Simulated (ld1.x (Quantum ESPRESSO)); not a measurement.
**Pseudopotential generation for ytterbium: ultrasoft, BP86, non-relativistic.**

ld1.x (Quantum ESPRESSO) 7.5 was run on this input:

```
&input
   title='Yb', zed=70., rel=0, dft='BP', iswitch=3,
   config='[Xe] 4f14 5d0 6s2 6p0',
   nld=3, rlderiv=2.55, eminld=-5.0, emaxld=5.0, deld=0.02
 /
 &inputp
   pseudotype=3, tm=.true., lloc=-2, rcloc=2.20,
   nlcc=.true., new_core_ps=.true., rcore=1.90,
   file_pseudopw='Yb.UPF', file_wfcaegen='ae.wfc', file_wfcncgen='nc.wfc', file_beta='beta', file_chi='chi', file_wfcusgen='us.wfc'
 /
6
5S  1  0   2.00   0.00  1.70  2.05  0.0
6S  2  0   2.00   0.00  1.70  2.05  0.0
5P  2  1   6.00   0.00  2.00  2.35  0.0
6P  3  1   0.00   0.00  2.00  2.35  0.0
5D  3  2   0.00   0.00  1.70  2.00  0.0
5D  3  2   0.00   5.05  1.70  2.00  0.0
 &test
   configts(1)='5s2 5p6 5d0 6s2 6p0'
 /
```

Command:

```bash
ld1.x < Yb.in > Yb.out
```

Resulting log (shortened: banner, matrices, multipoles, cross overlaps and the repeated all-electron block are left out):

```
Program LD1 v.7.5
     --------------------------- All-electron run ----------------------------

     Yb

     atomic number is 70.00
     dft =BP   lsd =0 sic =0 latt =0  beta=0.20 tr2=1.0E-14
     Exchange-correlation= BP
                           (   1   1   1   1   0   0   0)
     mesh =1269 r(mesh) =  99.63413 a.u. xmin = -7.00 dx = 0.01250
     1 Ry =  13.60569312 eV

     n l     nl                  e(Ry)          e(Ha)          e(eV)
     1 0     1S 1( 2.00)     -4171.9889     -2085.9944    -56762.8004
     2 0     2S 1( 2.00)      -676.4622      -338.2311     -9203.7373
     2 1     2P 1( 6.00)      -646.6340      -323.3170     -8797.9033
     3 0     3S 1( 2.00)      -151.0917       -75.5459     -2055.7075
     3 1     3P 1( 6.00)      -137.4693       -68.7346     -1870.3646
     4 0     4S 1( 2.00)       -28.7066       -14.3533      -390.5738
     4 1     4P 1( 6.00)       -23.1683       -11.5841      -315.2205
     3 2     3D 1(10.00)      -112.0753       -56.0377     -1524.8627
     5 0     5S 1( 2.00)        -3.3653        -1.6826       -45.7867
     5 1     5P 1( 6.00)        -1.9278        -0.9639       -26.2285
     4 2     4D 1(10.00)       -13.1660        -6.5830      -179.1330
     4 3     4F 1(14.00)        -0.5630        -0.2815        -7.6595
     5 2     5D 1( 0.00)        -0.1142        -0.0571        -1.5536
     6 0     6S 1( 2.00)        -0.2742        -0.1371        -3.7309
     6 1     6P 1( 0.00)        -0.1022        -0.0511        -1.3903

     final scf error:  3.8E-15 reached in  37 iterations

     Etot =  -26793.966205 Ry,  -13396.983103 Ha, -364550.481738 eV

     Ekin =   26786.286153 Ry,   13393.143077 Ha,  364445.989305 eV
     Encl =  -63805.210490 Ry,  -31902.605245 Ha, -868114.113578 eV
     Eh   =   10787.827647 Ry,    5393.913823 Ha,  146775.872425 eV
     Exc  =    -562.869515 Ry,    -281.434758 Ha,   -7658.229890 eV

     normalization and overlap integrals

     s(1S/1S) =  1.000000  <r> =   0.0217  <r2> =    0.0006  r(max) =   0.0143
     s(2S/2S) =  1.000000  <r> =   0.0917  <r2> =    0.0099  r(max) =   0.0782
     s(2P/2P) =  1.000000  <r> =   0.0777  <r2> =    0.0073  r(max) =   0.0609
     s(3S/3S) =  1.000000  <r> =   0.2343  <r2> =    0.0626  r(max) =   0.2152
     s(3P/3P) =  1.000000  <r> =   0.2242  <r2> =    0.0581  r(max) =   0.2047
     s(4S/4S) =  1.000000  <r> =   0.5270  <r2> =    0.3132  r(max) =   0.4912
     s(4P/4P) =  1.000000  <r> =   0.5370  <r2> =    0.3280  r(max) =   0.4912
     s(3D/3D) =  1.000000  <r> =   0.1974  <r2> =    0.0456  r(max) =   0.1615
     s(5S/5S) =  1.000000  <r> =   1.3223  <r2> =    1.9722  r(max) =   1.1636
     s(5P/5P) =  1.000000  <r> =   1.5083  <r2> =    2.5995  r(max) =   1.2860
     s(4D/4D) =  1.000000  <r> =   0.5627  <r2> =    0.3675  r(max) =   0.4912
     s(4F/4F) =  1.000000  <r> =   0.7467  <r2> =    0.7551  r(max) =   0.4731
     s(5D/5D) =  1.000000  <r> =   3.2718  <r2> =   13.8364  r(max) =   1.9917
     s(6S/6S) =  1.000000  <r> =   4.2194  <r2> =   20.2523  r(max) =   3.5841
     s(6P/6P) =  1.000000  <r> =   5.6757  <r2> =   37.0742  r(max) =   4.7186

     ------------------------ End of All-electron run ------------------------

     --------------------- Generating US pseudopotential ---------------------

      Generating local potential from pseudized AE potential:
      Matching radius rcloc =   2.2000
      Enforcing V''(0)=0 (lloc=-2)

      Local pseudo, rcloc= 2.174 Estimated cut-off energy=     6.77 Ry

      Computing core charge for nlcc:

       r > 1.92 : true rho core
      Core charge pseudized with two Bessel functions
      Integrated core pseudo-charge :   3.56

      Wfc   5S  rcut= 1.693  Using Troullier-Martins method
      Wfc-us  5S rcutus= 2.068  Estimated cut-off energy=    12.74 Ry

      Wfc   6S  rcut= 1.693  Using Troullier-Martins method
      Wfc-us  6S rcutus= 2.068  Estimated cut-off energy=    25.45 Ry

      Wfc   5P  rcut= 2.017  Using Troullier-Martins method
      Wfc-us  5P rcutus= 2.343  Estimated cut-off energy=    15.43 Ry

      Wfc   6P  rcut= 2.017  Using Troullier-Martins method
      Wfc-us  6P rcutus= 2.343  Estimated cut-off energy=    28.33 Ry

      Wfc   5D  rcut= 1.693  Using Troullier-Martins method
      Wfc-us  5D rcutus= 2.017  Estimated cut-off energy=    27.28 Ry

      Wfc   5D  rcut= 1.693  Using Troullier-Martins method
      Wfc-us  5D rcutus= 2.017  Estimated cut-off energy=    51.01 Ry

     ------------------- End of pseudopotential generation -------------------

     Computing logarithmic derivative in   2.54155
     Computing logarithmic derivative in   2.54155
     Computing the partial wave expansion
     R is outside the sphere for l=    0 j= 0.00
     R is outside the sphere for l=    0 j= 0.00
     R is outside the sphere for l=    1 j= 0.00
     R is outside the sphere for l=    1 j= 0.00
     R is outside the sphere for l=    2 j= 0.00
     R is outside the sphere for l=    2 j= 0.00

     ---------------------- Testing the pseudopotential ----------------------

     Yb

     atomic number is 70.00   valence charge is 10.00
     dft =BP   lsd =0 sic =0 latt =0  beta=0.20 tr2=1.0E-14
     mesh =1269 r(mesh) =  99.63413 xmin = -7.00 dx = 0.01250

     n l     nl             e AE (Ry)        e PS (Ry)    De AE-PS (Ry)
     1 0     5S   1( 2.00)       -3.36526       -3.47690        0.11163  !
     2 1     5P   1( 6.00)       -1.92776       -2.03184        0.10409  !
     3 2     5D   1( 0.00)       -0.11419       -0.14844        0.03426  !
     2 0     6S   1( 2.00)       -0.27421       -0.25156       -0.02266  !
     3 1     6P   1( 0.00)       -0.10218       -0.10816        0.00598  !

     eps = 9.0E-16  iter = 31

     Etot =  -26793.966205 Ry,  -13396.983103 Ha, -364550.481738 eV
     Etotps =   -69.580093 Ry,     -34.790046 Ha,    -946.685391 eV

     Ekin =      18.818192 Ry,       9.409096 Ha,     256.034544 eV
     Encl =    -112.465756 Ry,     -56.232878 Ha,   -1530.174561 eV
     Ehrt =      48.295891 Ry,      24.147945 Ha,     657.099067 eV
     Ecxc =     -14.116255 Ry,      -7.058128 Ha,    -192.061435 eV
     (Ecc =      -3.352648 Ry,      -1.676324 Ha,     -45.615101 eV)
     Epseu=     -10.112164 Ry,      -5.056082 Ha,    -137.583006 eV

     ---------------------- End of pseudopotential test ----------------------
```

Generation and configuration tests took about 1.7 s on one core of a shared server CPU.
